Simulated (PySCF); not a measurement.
Computed shifts of a molecule C₄H₆O₂Si, PBE0/pcSseg-1 run with PySCF, GIAO, gas phase, equivalent atoms averaged, in ppm (number of nuclei): ¹³C: 167.3 (1), 155.5 (1), 135.5 (1), 109.0 (1). ²⁹Si: -90.4 (1). ¹H: 7.76 (1), 6.34 (1), 4.75 (3), 3.83 (1). References: ¹⁷O against H2O (σ = 334.2 ppm); ¹³C against TMS (σ = 186.3 ppm); ²⁹Si against TMS (σ = 352.7 ppm); ¹H against TMS (σ = 31.56 ppm), references at their B3LYP-D3(BJ)/def2-TZVP geometries, non-relativistic. Coordinates come from a r2SCAN-D4/def2-SVP optimisation. The values are those of a single conformer.

Task: Which structure fits?
A. C#C[SiH2]OC(C)=O
B. Oc1ccoc1[SiH3]
C. CC1=C[SiH2]OC1=O
D. C#C[C@@H]1C[Si@H](O)O1

Result: B, Oc1ccoc1[SiH3]
